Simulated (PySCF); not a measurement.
InH₃, SMILES [InH3]. Atoms are numbered in the order given.

```xyz
4

In     0.0000     0.0000     0.0000
H      1.7306     0.0000     0.0000
H     -0.8653     1.4987     0.0000
H     -0.8653    -1.4987     0.0000
```

Geometry optimised at B3LYP-D3(BJ)/def2-TZVPD. The def2 effective core potentials stand for the cores of In; spin–orbit coupling is left out.

Method: TDA-M06-2X/def2-TZVPD (PySCF 2.14.0).

Vertical excitations; the highest root listed may be one member of a degenerate set.  State labels are in the subgroup C2v.

Give excitation energies, oscillator strengths and character. (Estimate from the structure and the level; the computed values follow.)


```tsv
state	symmetry	energy (eV)	λ (nm)	f	main pairs
S1	A2	4.79	259	0.000	HOMO→LUMO (degenerate set)
S2	B2	4.79	259	0.000	HOMO−1→LUMO (degenerate set)
S3	B1	7.32	169	0.203	HOMO→LUMO+1 (degenerate set)
S4	A1	7.32	169	0.203	HOMO−1→LUMO+1 (degenerate set)
S5	B1	7.65	162	0.000	HOMO−1→LUMO+3 47 %, HOMO→LUMO+4 47 %
S6	B1	7.83	158	0.002	HOMO→LUMO+2, HOMO→LUMO+1 (degenerate set)
S7	A1	7.83	158	0.002	HOMO−1→LUMO+2, HOMO−1→LUMO+1 (degenerate set)
S8	A1	8.37	148	0.000	HOMO−1→LUMO+4 46 %, HOMO→LUMO+3 45 %
S9	B1	8.52	146	0.692	HOMO−1→LUMO+3, HOMO→LUMO+4, HOMO→LUMO+2 (degenerate set)
S10	A1	8.52	146	0.692	HOMO→LUMO+3, HOMO−1→LUMO+4, HOMO−1→LUMO+2 (degenerate set)
T1	A2	4.38	283	0	HOMO→LUMO (degenerate set)
T2	B2	4.38	283	0	HOMO−1→LUMO (degenerate set)
T3	B1	6.21	200	0	HOMO→LUMO+2, HOMO→LUMO+10 (degenerate set)
T4	A1	6.21	200	0	HOMO−1→LUMO+2, HOMO−1→LUMO+10 (degenerate set)
```
Triplets are in the Tamm–Dancoff approximation.
